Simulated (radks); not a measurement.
Ir4+, 73 electrons, occupied as [Xe] 4f14 5d5.

Calculated with a radial shooting solver on a logarithmic mesh with Libxc functionals: scalar-relativistic Kohn-Sham, PBEsol, spin-polarised, spherical densities, finite nucleus; open shells are filled with parallel spins first (spin-orbit coupling, left out, can overturn this in heavy ions); Fermi nuclear charge, rms radius 5.4032 fm.

Energy parts (eV):
part                       energy
total                  -484784.92
kinetic                 538689.23
electron-nucleus      -1199455.71
Hartree                 185225.07
exchange-correlation     -9243.52

Orbitals (lengths in bohr, moments of r in powers of bohr; <r^-3> diverges for s and p1/2; r(90%) holds 90 % of the orbital's charge):
orbital	occ.	eigenvalue (eV)	<r^-3>	r(90%)	<1/r>
1s up	1	-76120.48	-	0.0318	92.12
1s down	1	-76120.48	-	0.0318	92.12
2s up	1	-13356.66	-	0.114	21.58
2s down	1	-13356.28	-	0.114	21.58
2p up	3	-11614.90	23030	0.108	19.36
2p down	3	-11614.60	23030	0.108	19.36
3s up	1	-3160.025	-	0.279	7.999
3s down	1	-3159.876	-	0.279	7.999
3p up	3	-2650.486	5215	0.286	7.336
3p down	3	-2650.322	5215	0.286	7.336
3d up	5	-2088.386	657.4	0.269	6.917
3d down	5	-2088.115	657.3	0.269	6.917
4s up	1	-710.9787	-	0.607	3.418
4s down	1	-710.6183	-	0.607	3.417
4p up	3	-543.7611	1239	0.654	3.095
4p down	3	-543.4165	1238	0.654	3.094
4d up	5	-338.1606	135.3	0.715	2.766
4d down	5	-337.7525	135.3	0.715	2.767
4f up	7	-109.6185	24.98	0.870	2.315
4f down	7	-108.9659	25.14	0.862	2.323
5s up	1	-145.8099	-	1.39	1.380
5s down	1	-142.9689	-	1.38	1.394
5p up	3	-102.2844	202.6	1.62	1.178
5p down	3	-98.7135	208.9	1.60	1.192
5d up	5	-52.1026	13.91	2.19	0.8721
5d down	0	-47.8680	14.15	2.22	0.8741

The highest occupied level is 5d up at -52.103 eV. The spin density at the nucleus is -30.88 e/bohr^3 (1s -0.35, 2s -2.90, 3s 0.02, 4s 2.90, 5s -30.55). Spin moment in Bohr magnetons: 5. Summed over all electrons, <r^2> = 33.00 bohr^2, which gives a Langevin (diamagnetic) susceptibility term of -26.1 x 10^-6 cm^3/mol. For comparison, the ionisation energy in NIST's Atomic Spectra Database is 57 eV (theoretical). In exact Kohn-Sham theory the highest level is minus the ionisation energy, but local and semilocal functionals leave it too shallow, through self-interaction and a potential that decays too fast; potentials with the right tail come closer. The density falls to 0.001 e/bohr^3 at r = 3.14 bohr.
